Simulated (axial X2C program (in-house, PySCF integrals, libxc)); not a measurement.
**What spin–orbit coupling does to Sn₂⁺**

All values were computed with an in-house relativistic program for diatomic molecules. Spin-free means the one-electron spin-free X2C Hamiltonian; two-component (2c) means X2C with spin–orbit coupling and atomic mean-field two-electron Coulomb and Gaunt terms, so the difference of the two also holds small scalar two-electron terms. Basis: Sn dyall-cv3z [11s12p9d4f1g] (cores contracted in-house); Gaussian nuclei, density fitting, unrestricted open shells. Masses: Sn 119.902 u.

Spin-free state: M_S = 3/2, Λ = 0 (beyond evenly filled blocks: σα, π+α, π-α); fragments Sn+ + Sn.

```csv
level,Re (Å),ωe (cm⁻¹),De (eV)
PBE0,2.782,172.4,2.832
HF,2.776,184.7,1.649
MP2,2.785,179.9,2.478
CCSD,2.801,174.1,2.403
CCSD(T),2.812,169.3,2.546
TPSS,2.808,162.3,2.978
```

Correlated methods: 7 electrons correlated (number of frozen shells: Sn 4 s, 3 p, 2 d), 321 virtual spin orbitals or spinors in MP2, 90 natural virtuals in coupled cluster.

Two-component determinant lowest at the distance of the search:

Ω = 3/2 (⟨Sz⟩ = 1.49, ⟨Lz⟩ = 0.01 at HF); fragments Sn+ + Sn.

| level | Re (Å) | ωe (cm⁻¹) |
| --- | --- | --- |
| PBE0 | 2.783 | 171.7 |
| HF | 2.776 | 184.5 |
| MP2 | 2.786 | 179.3 |
| CCSD | 2.803 | 173.5 |
| CCSD(T) | 2.814 | 168.6 |
| TPSS | 2.810 | 161.6 |

**Question.** From the two tables, how do the constants change at the CCSD(T) level (2c against spin-free)?

**Answer.** At the CCSD(T) level Re increases by 0.002 Å and ωe goes down by 0.7 cm⁻¹.

The state is a single determinant with fixed occupations, the lowest that a limited PBE0 search found. De is counted from the lowest determinant-based energies of the atoms at the same level, without counterpoise correction. De is not given where an atomic determinant may have missed its ground term or J level, or where the truncated virtual space spoils (T). Density functionals use the spin component along the axis (collinear). CCSD and (T) use frozen natural virtuals with an MP2 correction for the truncation; (T) itself is uncorrected, so its De runs slightly low. PBE0 can misorder states that lie within some tenths of an eV, so this need not be the ground state of the molecule. The nearest other spin-free determinant of the search, M_S = 1/2, Λ = 0, lies 0.41 eV up at the distance of the search. Without a current term, density functionals place determinants with orbital angular momentum somewhat too high. With several unpaired electrons one determinant need not be a pure state. This is the top spin component of a Σ state; components of lower Ω are not single determinants and can lie lower. With the outer-core shells frozen, correlated bond lengths of heavy atoms tend to come out a few hundredths of an ångström too long.
